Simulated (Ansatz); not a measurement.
A nudged elastic band was laid between two geometries of C$_{2}$H$_{8}$GeO (12 atoms, charge 0, multiplicity 1).

All numbers below come from RKS PBE-D4/def2-SVP (Ansatz).

* movable images: 5
* climbing image: yes
* spring: 5.0 eV/Å²
* optimiser: quadratic models (default)
* start path: through a guess of the saddle point
* force threshold: 0.03 eV/Å
* iteration limit: 60
* end points: relaxed

Initial state:

```xyz
12
Properties=species:S:1:pos:R:3
Ge -0.350 0.671 0.238
O 0.513 -0.888 -0.082
C 1.043 -1.609 1.008
C -0.907 1.250 -1.545
H -0.516 0.505 -2.266
H -1.541 0.382 1.204
H 0.648 1.651 0.930
H 1.812 -1.033 1.581
H 0.261 -1.936 1.736
H 1.537 -2.524 0.617
H -0.491 2.244 -1.794
H -2.009 1.286 -1.629
```

Final state:

```xyz
12
Properties=species:S:1:pos:R:3
Ge -0.588 1.493 0.360
O 1.229 -0.393 0.087
C 0.898 -1.665 0.627
C -1.198 1.238 -1.309
H 0.738 -0.278 -0.761
H -1.169 0.722 1.565
H 0.504 2.522 0.703
H 1.398 -1.751 1.612
H -0.198 -1.795 0.785
H 1.262 -2.499 -0.015
H -0.840 1.853 -2.148
H -2.037 0.553 -1.504
```

Q: Which bonds break or form, and what moves?

A: Bonds broken: Ge1–O2, C4–H5. Bonds formed: O2–H5. C2H8GeO becomes CH4Ge + CH4O.

Q: Give the energies along the band, and the barrier.

A: The forces met the threshold. The highest image is number 5 of 0 to 6, 2.32 eV above the first end and 0.11 eV above the last; the last end lies 2.21 eV above the first. A structure lower than the first end lies on the path between it and the top, so the climb from that side starts below the end, which may itself be a saddle point or a shallow side well. Neighbouring images differ by up to 2.1 eV, so the band resolves the path poorly. A vibrational analysis at the climbing image gives one clearly imaginary mode, 464i cm⁻¹: a first-order saddle point. The orbitals stay closed-shell, which can raise the energy where a bond breaks towards radicals; this wasn't checked here.

```json
{"image": "0", "path coordinate (Å)": "0.00", "energy (eV)": "0.00", "Ge1–O2 (Å)": "1.81", "C4–H5 (Å)": "1.11", "O2–H5 (Å)": "2.79"}
{"image": "1", "path coordinate (Å)": "1.09", "energy (eV)": "-0.02", "Ge1–O2 (Å)": "1.81", "C4–H5 (Å)": "1.11", "O2–H5 (Å)": "3.01"}
{"image": "2", "path coordinate (Å)": "2.17", "energy (eV)": "0.03", "Ge1–O2 (Å)": "1.81", "C4–H5 (Å)": "1.11", "O2–H5 (Å)": "2.85"}
{"image": "3", "path coordinate (Å)": "3.25", "energy (eV)": "0.08", "Ge1–O2 (Å)": "1.81", "C4–H5 (Å)": "1.11", "O2–H5 (Å)": "2.92"}
{"image": "4", "path coordinate (Å)": "4.34", "energy (eV)": "0.26", "Ge1–O2 (Å)": "1.82", "C4–H5 (Å)": "1.11", "O2–H5 (Å)": "2.34"}
{"image": "5", "path coordinate (Å)": "5.42", "energy (eV)": "2.32", "Ge1–O2 (Å)": "2.14", "C4–H5 (Å)": "1.74", "O2–H5 (Å)": "1.10"}
{"image": "6", "path coordinate (Å)": "6.29", "energy (eV)": "2.21", "Ge1–O2 (Å)": "2.63", "C4–H5 (Å)": "2.52", "O2–H5 (Å)": "0.99"}
```

Q: What is the geometry of the highest image?

A: 
```xyz
12
Properties=species:S:1:pos:R:3
Ge -0.450 1.325 0.411
O 0.948 -0.254 0.017
C 0.836 -1.548 0.607
C -0.932 0.969 -1.348
H 0.343 -0.119 -0.888
H -1.152 0.659 1.628
H 0.580 2.398 0.841
H 1.262 -1.516 1.629
H -0.222 -1.892 0.674
H 1.415 -2.285 0.011
H -0.700 1.750 -2.094
H -1.929 0.513 -1.488
```

The run took 4.1 min on 2 threads of Intel(R) Xeon(R) Platinum 8175M CPU @ 2.50GHz (Skylake/Cascade Lake) (shared host), peak memory 0.18 GiB.
